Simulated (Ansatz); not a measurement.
A CCSD(T) single point on C$_{3}$H$_{11}$MoN$_{3}$O, SMILES `C[N]=[Mo]([NH2])(=[O])[N](C)C`.

```yaml
crystal:
  periodic: [false, false, false]
  atoms:
    - {symbol: C, position_ang: [-1.964145, -1.713235, -1.703485]}
    - {symbol: N, position_ang: [-1.039853, -1.240565, -0.733072]}
    - {symbol: Mo, position_ang: [0.566976, -0.749711, -0.292809]}
    - {symbol: N, position_ang: [1.137529, -1.963094, 1.123873]}
    - {symbol: O, position_ang: [1.678248, -0.782576, -1.571670]}
    - {symbol: N, position_ang: [0.402264, 1.063086, 0.365242]}
    - {symbol: C, position_ang: [-0.793098, 1.740261, 0.797386]}
    - {symbol: C, position_ang: [1.596541, 1.859773, 0.523878]}
    - {symbol: H, position_ang: [-2.794353, -1.005282, -1.805952]}
    - {symbol: H, position_ang: [-1.502428, -1.850665, -2.687518]}
    - {symbol: H, position_ang: [-2.389490, -2.670460, -1.381963]}
    - {symbol: H, position_ang: [0.530361, -2.582392, 1.635051]}
    - {symbol: H, position_ang: [2.106586, -2.131098, 1.347319]}
    - {symbol: H, position_ang: [-0.751338, 1.973123, 1.870786]}
    - {symbol: H, position_ang: [-1.668326, 1.118066, 0.616750]}
    - {symbol: H, position_ang: [-0.919343, 2.690207, 0.258868]}
    - {symbol: H, position_ang: [1.503618, 2.812458, -0.015061]}
    - {symbol: H, position_ang: [1.786851, 2.087289, 1.581913]}
    - {symbol: H, position_ang: [2.471499, 1.340417, 0.126864]}
basis:
  gaussian: {orbitals: def2-SVP}
correlation: {method: ccsd_t}
```

```sh
$ ansatz run in.yaml --threads 4 --pin off --events-out ev --progress --plain --max-ram 66560MiB --backend cuda --devices 0, --max-vram 37GiB
```

Log, shortened:

```
Functional definition: HF
1893 factors; integrals over basis functions are off by at most 1.5e-3 eV
mean field evaluation 1: about -11566.6991 eV, gradient 6.9e1 eV
mean field evaluation 2: about -11567.0369 eV, gradient 7.0e1 eV
mean field evaluation 4: about -11576.9457 eV, gradient 1.3e1 eV
mean field evaluation 8: about -11577.3668 eV, gradient 5.1e-1 eV
mean field evaluation 16: about -11577.3696 eV, gradient 2.7e-6 eV
mean field -11577.36957912 eV, -425.4604846095 hartree, gradient 2.7e-6 eV, S^2 0.000000; 0 other end points of the search recorded, 0 dependent functions left out; unrestricted orbitals would lower it
7 core orbitals not correlated: weight in the atoms' cores, before any rotation towards them, 1.000 or more for the frozen orbitals, at most 0.000 for the correlated occupied ones
reference -11577.36957912 eV, -425.4604846095 hartree; 29, 29 occupied and 148, 148 virtual orbitals, 1893 factors
second order -43.77535905 eV of doubles, -0.00000000 eV of singles
cycle   1  -40.49433077 eV  change     3.3e0 eV  update   3.3e-1
cycle   2  -42.63510324 eV  change    -2.1e0 eV  update   2.2e-1
cycle   3  -43.19257924 eV  change   -5.6e-1 eV  update   4.6e-2
cycle   4  -43.25293963 eV  change   -6.0e-2 eV  update   2.0e-2
cycle   5  -43.23798883 eV  change    1.5e-2 eV  update   7.2e-3
cycle   6  -43.23834466 eV  change   -3.6e-4 eV  update   3.3e-3
cycle   7  -43.23861804 eV  change   -2.7e-4 eV  update   1.3e-3
cycle   8  -43.23686626 eV  change    1.8e-3 eV  update   7.1e-4
cycle   9  -43.23699120 eV  change   -1.2e-4 eV  update   2.7e-4
cycle  10  -43.23738031 eV  change   -3.9e-4 eV  update   1.3e-4
cycle  11  -43.23721711 eV  change    1.6e-4 eV  update   6.6e-5
cycle  12  -43.23706364 eV  change    1.5e-4 eV  update   3.8e-5
cycle  13  -43.23717272 eV  change   -1.1e-4 eV  update   1.6e-5
cycle  14  -43.23713172 eV  change    4.1e-5 eV  update   7.8e-6
perturbative correction -2.10793462 eV, -0.0774651687 hartree
Total energy: -11622.71464546 eV, -427.1268850617 hartree
```

It took 3 min on 4 threads of an AMD EPYC 7R13 on a shared host and a share of an NVIDIA H100 80 GB, with 1.2 GiB of host memory at the peak.

MP2 recovers 96.5 % of the CCSD(T) correlation energy and the triples give 4.6 %; T1 = 0.0199.
